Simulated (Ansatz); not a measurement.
`CC(C)[CH2][Al]([CH3])[CH2]C(C)C`, relaxed with RKS PBE-D4/def2-SVP in Ansatz from a rough embedded geometry. The force threshold is 0.03 eV/Å; the program also tests the step.

Charge 0, multiplicity 1.

Start:

```xyz
31

C    -2.247    1.779   -0.643
C    -0.843    2.143   -0.279
C    -0.760    3.644   -0.128
C     0.273    1.671   -1.276
Al    0.550   -0.343   -1.219
C     1.889   -1.141   -2.465
C    -0.339   -1.459    0.166
C     0.663   -2.138    1.135
C    -0.097   -3.205    1.907
C     1.232   -1.102    2.103
H    -2.379    0.680   -0.813
H    -2.980    2.123    0.061
H    -2.546    2.210   -1.726
H    -0.647    1.694    0.687
H     0.265    3.946    0.268
H    -0.909    4.206   -1.104
H    -1.458    4.027    0.616
H    -0.107    1.941   -2.355
H     1.186    2.130   -1.086
H     1.531   -0.984   -3.539
H     2.856   -0.683   -2.309
H     1.967   -2.242   -2.200
H    -1.056   -0.886    0.698
H    -0.909   -2.249   -0.433
H     1.463   -2.604    0.585
H    -0.930   -2.821    2.477
H    -0.522   -3.986    1.251
H     0.637   -3.717    2.602
H     0.457   -0.624    2.704
H     1.836   -0.381    1.515
H     1.924   -1.630    2.802
```

Question: How much energy does the relaxation release, and in how many steps? (Estimate.)

Answer: Ansatz gave: 78.23 kJ/mol, in 16 steps, 2 of them rejected.

Question: Which bonds change most? (An estimate is asked.)

Answer: The calculation gave: C1–H13 from 1.203 to 1.112 Å; C4–H19 from 1.040 to 1.118 Å; C4–H18 from 1.175 to 1.116 Å; C7–H23 from 1.062 to 1.115 Å.

Question: Give the relaxed structure. (An estimate is asked.)

Answer: Computed: 
```xyz
31

C    -2.228    1.742   -0.954
C    -0.946    2.204   -0.248
C    -0.933    3.732   -0.089
C     0.306    1.685   -0.985
Al    0.546   -0.282   -1.061
C     1.846   -1.054   -2.331
C    -0.432   -1.483    0.185
C     0.559   -2.281    1.065
C    -0.154   -3.148    2.112
C     1.569   -1.335    1.732
H    -2.283    0.633   -1.017
H    -3.141    2.087   -0.426
H    -2.272    2.138   -1.991
H    -0.953    1.763    0.776
H    -0.027    4.073    0.453
H    -0.933    4.229   -1.083
H    -1.821    4.098    0.469
H     0.340    2.108   -2.017
H     1.228    2.088   -0.498
H     1.405   -1.091   -3.354
H     2.768   -0.440   -2.418
H     2.147   -2.091   -2.075
H    -1.104   -0.883    0.841
H    -1.100   -2.185   -0.365
H     1.135   -2.966    0.400
H    -0.737   -2.514    2.814
H    -0.864   -3.852    1.633
H     0.563   -3.746    2.715
H     1.053   -0.591    2.376
H     2.162   -0.764    0.977
H     2.305   -1.875    2.363
```
